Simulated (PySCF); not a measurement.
# How methods differ on the excitation energy of Zn²⁺

Zn²⁺ [Ar] 3d10 (1S) → Zn²⁺ [Ar] 3d9 4p1 (high-spin determinant), as a difference of total energies. Computed with PySCF 2.14 in x2c-QZVPPall (11s7p6d4f2g, 108 functions), with the spin-free X2C one-electron Hamiltonian (Gaussian nucleus). Correlated levels: valence: [Ar] frozen; valence and next inner shell: [Ne] frozen. The calculations carry no spin-orbit coupling.

| method | excitation energy (eV) |
| --- | --- |
| UHF | 15.292 |
| LDA | 17.344 |
| PBE | 16.805 |
| PBE0 | 16.660 |
| r2SCAN | 16.510 |
| MN15 | 17.444 |
| revPBE | 16.741 |
| TPSS | 16.704 |
| MP2 (valence) | 17.769 |
| SCS-MP2 (valence) | 17.541 |
| MP2 (valence and next inner shell) | 18.192 |
| SCS-MP2 (valence and next inner shell) | 17.862 |

Task: How much does correlation contribute at MP2 (valence and next inner shell)?

Result: 18.192 − (15.292) = 2.900 eV, measured against UHF.

A first-order spin-orbit estimate (lowest level to lowest level, LS coupling) adds -0.093 eV.

The basis was made for the ground configuration and has no added diffuse functions, so the excitation energy can come out too high.

The determinant of the upper state mixes LS terms, which raises its energy above the lowest term, most at the Hartree-Fock and MP2 levels.
